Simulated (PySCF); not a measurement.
Computed shifts of a molecule C5H4O2, PBE/pcSseg-1 (PySCF), GIAO, gas phase, equivalent atoms averaged, in ppm (number of nuclei): ¹³C: 186.0 (1), 175.7 (1), 158.9 (1), 114.8 (1), 103.7 (1). ¹H: 8.18 (1), 6.02 (1), 5.95 (1), 5.39 (1). References: ¹³C against TMS (σ = 182.0 ppm); ¹⁷O against H2O (σ = 334.3 ppm); ¹H against TMS (σ = 31.49 ppm), references at their B3LYP-D3(BJ)/def2-TZVP geometries, non-relativistic. Coordinates come from a B3LYP-D3(BJ)/def2-SVP optimisation. The values are those of a single conformer.

Question: Identify the compound among the candidates.
(A) C=C=C1OC=CO1
(B) O=C1C=CC(=O)C1
(C) C=C1OC=CC1=O
(D) C#CC1OC(=C)O1

Answer: C, C=C1OC=CC1=O
